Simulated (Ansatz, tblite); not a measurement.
Cost and result up the ladder for Cd9S8Cl2 (19 atoms). Charge 0, multiplicity 1. Geometry: PBE-D4/def2-SVP.

```xyz
19

S     3.605   -1.226    2.806
S     0.026   -3.149    0.906
S    -1.715    3.760    0.311
S    -3.283   -0.497   -0.846
S     0.720    0.746    0.665
S     2.847   -2.168   -1.712
S     0.013    1.455   -3.408
S    -0.452   -2.331   -3.745
Cd    2.225    0.657    2.996
Cd   -0.613    2.405    2.176
Cd   -1.273   -1.062    0.758
Cd    2.373   -1.782    0.752
Cd    0.381   -3.159   -1.549
Cd   -3.048    1.709    0.110
Cd   -0.107    2.371   -1.153
Cd   -1.717   -0.442   -2.793
Cd    1.466   -0.559   -2.937
Cl    1.065    2.634    4.036
Cl   -2.513    0.637    2.626
```

Ansatz on 2 threads of AMD EPYC 7R13 on a shared host and a share (18 GiB) of an NVIDIA H100 80GB HBM3; xTB runs through tblite on one thread. Times are rough, summed over both states, and most runs start from the orbitals of an earlier one. PBE0-D4/def2-TZVP serves as the yardstick here, not as an exact answer. The other state is a doublet.

In the def2 sets Cd takes a core potential; there is no spin–orbit coupling. The xTB rows come from tblite. Single mean-field runs in def2-TZVP are fitted with def2-universal-jkfit.

Run but left out: PBE-D4/def2-TZVP (charge +1 doublet: an occupied level 0.01 eV above an empty one).

Raw xTB energies of ions are shifted by several eV.

| level | functions | wall time | vertical IE (eV) | difference from PBE0-D4/def2-TZVP (eV) |
| --- | --- | --- | --- | --- |
| GFN1-xTB | 126 | 0.18 s | 10.91 | 3.26 |
| GFN2-xTB | 126 | 0.27 s | 12.80 | 5.16 |
| PBE0-D4/def2-TZVP (with forces) | 730 | 28 s | 7.64 | 0.00 |
| r2SCANh-D4/def2-TZVP | 730 | 33 s | 7.57 | -0.08 |
